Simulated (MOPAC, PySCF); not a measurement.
C₄H₅F, SMILES `C=CC(=C)F` (C–C–C–F torsion 0°), neutral singlet in the gas phase. 

Cartesian coordinates (Å):
```xyz
10

C      1.8084    -0.1095     0.3348
C      0.6595     0.0951    -0.3133
C     -0.6545    -0.0613     0.2793
C     -1.8285     0.1275    -0.3214
F     -0.6371    -0.4402     1.5817
H      1.8231    -0.4137     1.3737
H      2.7606     0.0235    -0.1624
H      0.6566     0.3996    -1.3547
H     -1.8561     0.4295    -1.3587
H     -2.7602    -0.0153     0.2075
```
Charge 0, multiplicity 1.

All levels are single points at this geometry (TPSSh-D3(BJ)/def2-TZVP); Pople sets use spherical d functions. Orbital energies aren't observables, and empty levels follow the basis.

```csv
level,HOMO (eV),LUMO (eV),gap (eV),dipole (D),"vertical IE, Delta-SCF (eV)"
TPSSh-D3(BJ)/def2-TZVP in PySCF,-6.37,-1.52,4.86,1.38,8.94
B3LYP/3-21G in PySCF,-6.46,-0.80,5.66,1.29,–
SVWN5/6-31G* in PySCF,-5.73,-1.77,3.96,1.18,9.01
AM1 in MOPAC,-9.54,0.09,9.63,1.38,–
PM6 in MOPAC,-9.88,-0.17,9.71,1.53,–
PM7 in MOPAC,-9.92,-0.29,9.62,1.61,–
```
